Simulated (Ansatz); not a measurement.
Consider the homolysis of the B–Si bond: `COB(C)[SiH3]` → `C[B]OC`• + `[SiH3]`•.

Calculated with Ansatz (gas phase, PBE0-D4/def2-TZVP geometries, no zero-point term in ΔE). CCSD(T)/CBS is the MP2 limit (def2-TZVPP, def2-QZVPP) plus CCSD(T) − MP2 in def2-TZVPP, frozen cores. This one scheme is used for every species. No spin–orbit coupling; open shells (•) take unrestricted orbitals. Each species was taken in one conformer, which may not be the lowest.

| species | CCSD/def2-TZVPP energy (Eh) |
| --- | --- |
| `COB(C)[SiH3]` | -470.44493 |
| `C[B]OC`• | -179.53367 |
| `[SiH3]`• | -290.78031 |

(1) Work out ΔE.

Largest T1 diagnostic among the species: 0.015.

Answers

(1) ΔE = (-179.53367) + (-290.78031) − (-470.44493) = 0.13095 Eh = +343.8 kJ/mol. CCSD(T)/CBS gives +360.8 kJ/mol.

Leaving LDA and LC-ωPBE aside and taking each functional with its dispersion term where it has one, the values, not all of them listed here, spread over 34.9 kJ/mol, from r2SCANh-D4 to ωB97M-V. LDA lies +55.4 kJ/mol from PBE without D4, its usual overbinding. At CCSD(T), def2-SVP lies −18.6 kJ/mol from the extrapolated value and def2-TZVPP −9.0 kJ/mol: correlation converges slowly with the basis, and small sets miss more of it in the bonded molecule than in its fragments.
